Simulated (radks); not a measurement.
Values are calculated unless marked as measured or tabulated.
Species: Yb9+. Configuration: [Kr] 4d10 4f12 5s2 5p1.

Level of theory: scalar-relativistic Kohn-Sham, BLYP, spin-polarised, spherical densities, finite nucleus; open shells are filled with parallel spins first (spin-orbit coupling, left out, can overturn this in heavy ions); Fermi nuclear charge, rms radius 5.3108 fm (a radial shooting solver on a logarithmic mesh with Libxc functionals).

Energy parts (eV):
total: -381902.09
kinetic: 416147.60
electron-nucleus: -930570.82
Hartree: 140367.62
exchange-correlation: -7846.51

Orbitals (lengths in bohr, moments of r in powers of bohr; <r^-3> diverges for s and p1/2; r(90%) holds 90 % of the orbital's charge):
\begin{tabular}{lrrrrr}
orbital & occ. & eigenvalue (eV) & <r^-3> & <r^4> & r(90%) \\ \hline
1s up & 1 & -61391.48 & - & 7.556e-07 & 0.0357 \\
1s down & 1 & -61391.37 & - & 7.556e-07 & 0.0357 \\
2s up & 1 & -10531.02 & - & 0.0001161 & 0.129 \\
2s down & 1 & -10530.93 & - & 0.0001161 & 0.129 \\
2p up & 3 & -9302.014 & 15980 & 0.00008913 & 0.121 \\
2p down & 3 & -9301.902 & 15980 & 0.00008912 & 0.121 \\
3s up & 1 & -2493.408 & - & 0.004344 & 0.318 \\
3s down & 1 & -2492.316 & - & 0.004339 & 0.318 \\
3p up & 3 & -2122.787 & 3485 & 0.004611 & 0.323 \\
3p down & 3 & -2121.683 & 3487 & 0.004605 & 0.323 \\
3d up & 5 & -1670.939 & 458.1 & 0.003595 & 0.305 \\
3d down & 5 & -1670.077 & 458.5 & 0.003588 & 0.305 \\
4s up & 1 & -614.1950 & - & 0.1041 & 0.699 \\
4s down & 1 & -611.9721 & - & 0.1041 & 0.699 \\
4p up & 3 & -492.2177 & 795.9 & 0.1374 & 0.751 \\
4p down & 3 & -490.0296 & 795.1 & 0.1373 & 0.751 \\
4d up & 5 & -331.3879 & 88.75 & 0.2048 & 0.832 \\
4d down & 5 & -329.1971 & 88.68 & 0.2046 & 0.832 \\
4f up & 7 & -153.0965 & 14.49 & 0.5833 & 1.08 \\
4f down & 5 & -150.7904 & 14.50 & 0.5862 & 1.08 \\
5s up & 1 & -193.1875 & - & 2.514 & 1.55 \\
5s down & 1 & -190.7660 & - & 2.538 & 1.55 \\
5p up & 1 & -159.3033 & 147.9 & 3.864 & 1.73 \\
5p down & 0 & -156.9839 & 146.8 & 3.940 & 1.74 \\
\end{tabular}

The highest occupied level is 4f down at -150.79 eV. The configuration is held as typed, so some empty levels lie below it. For comparison, the ionisation energy in NIST's Atomic Spectra Database is 182 eV (theoretical). In exact Kohn-Sham theory the highest level is minus the ionisation energy, but local and semilocal functionals leave it too shallow, through self-interaction and a potential that decays too fast; potentials with the right tail come closer.
